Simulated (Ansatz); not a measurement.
H₅NOSi₂. Charge 0, multiplicity 1. The bonds changed during the relaxation, so this is another structure than the one it started from.

Cartesian coordinates in Å:
```
O -0.0447 -0.9332 -1.6864
Si 0.1111 -1.9146 -0.3490
N 0.0983 -0.6477 0.8077
Si -0.0406 1.0732 0.5329
H -0.0688 -1.3811 -2.5336
H -1.3210 1.4210 -0.1305
H 0.1818 -0.9325 1.7735
H 0.0000 1.7242 1.8702
H 1.0839 1.5906 -0.2847
```

(1) Give the diagnostics of a CCSD(T)/def2-TZVPP run (frozen core, Ansatz 0.2.0). (An estimate is asked.)

Answers

(1) The calculation gave: T1 = 0.0138, largest single amplitude 0.031, largest double 0.086, (T) share of the correlation energy 3.7 %, 10 CCSD cycles. The RHF solution is stable towards an unrestricted one. T1 lies under the customary mark of 0.02 for closed shells.
